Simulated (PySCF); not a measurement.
bicarbonate (CHO₃), SMILES OC(=O)[O-], charge -1. Atoms are numbered in the order given.

```xyz
5

O      0.7645     1.0388     0.0000
C     -0.0666    -0.1593     0.0000
O     -1.3034     0.0876     0.0000
O      0.5776    -1.2248     0.0000
H      0.0896     1.7427     0.0000
```
Charge -1, spin multiplicity 1.

Coordinates come from a PBE-D3(BJ)/def2-SVPD optimisation. One conformer was computed; it need not be the lowest.

Two levels are set side by side: PBE/pcSseg-2 (PySCF) and PBE0/pcSseg-2 (PySCF). GIAO shifts against H2O (¹⁷O), TMS (¹H), TMS (¹³C) at the same level; non-relativistic, no solvent, atoms listed together averaged. Differences are taken from unrounded values.

| quantity | PBE |
|---|---|
| δ(¹⁷O) of O1 (ppm) | 203.1 |
| δ(¹³C) of C2 (ppm) | 167.4 |
| δ(¹H) of H5 (ppm) | 3.74 |

Problem. These are the PBE values. What does PBE0 give? (The exact figures need the calculation; the answer reports its results.)

Solution. 
```csv
quantity,PBE0,PBE minus PBE0
δ(¹⁷O) of O1 (ppm),194.6,8.5
δ(¹³C) of C2 (ppm),170.1,-2.7
δ(¹H) of H5 (ppm),3.71,0.03
```

Rough cost on one machine, each run with all the roots and properties that it gave: PBE0 against PBE within a factor of 2.
